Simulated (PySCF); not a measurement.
S3, SMILES [S-]S[S], charge -1, multiplicity 2.

Geometry optimised at B3LYP-D3(BJ)/def2-SVPD.

Two levels are set side by side: PBE/def2-TZVPD (PySCF) and ωB97X/def2-TZVPD (PySCF). Same geometry, gas phase. Differences are taken from unrounded values.

| quantity | ωB97X |
|---|---|
| α-spin orbital gap (eV) | 7.90 |
| β-spin orbital gap (eV) | 6.92 |
| mean polarisability (bohr³) | 101.4 |

### Question
What does PBE give, and how far is it from ωB97X? (An estimate is asked for; the answer gives what the named calculation found.)

### Answer

```tsv
quantity	PBE	PBE minus ωB97X
α-spin orbital gap (eV)	2.40	-5.49
β-spin orbital gap (eV)	1.60	-5.32
mean polarisability (bohr³)	102.0	0.5
```

Rough cost on one machine, each run with all the roots and properties that it gave: ωB97X against PBE within a factor of 2.
